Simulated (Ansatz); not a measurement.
Basis-set extrapolation for CH$_{7}$FNPSi (`C[SiH](F)PN`) (PBE0-D4/def2-TZVP geometry, frozen core, Ansatz). Multiplicity 1, RHF reference.

```json
{"": "HF", "def2-TZVPP": "-825.700446", "def2-QZVPP": "-825.729243"}
{"": "MP2 correlation", "def2-TZVPP": "-0.916229", "def2-QZVPP": "-0.989871"}
{"": "CCSD(T) correlation", "def2-TZVPP": "-1.001634", "def2-QZVPP": "not run"}
```

Energies in hartree. Use E(X) = E(∞) + A·exp(−7.88·√X) for Hartree–Fock and E(X) = E(∞) + B·X^(−2.97) for correlation, with X = 3 and 4, and add CCSD(T) minus MP2 of the smaller set to the MP2 limit.

Problem. What is the CCSD(T) energy at the basis-set limit?

Solution. HF limit: -825.729243 + (-0.028797) × 0.13774 = -825.73321. MP2 limit: -0.989871 + (-0.073642) × 0.74074 = -1.04442. Higher-order term: -1.001634 − (-0.916229) = -0.08540. Total: -826.86303 hartree, 101.0 kcal/mol below CCSD(T)/def2-TZVPP.
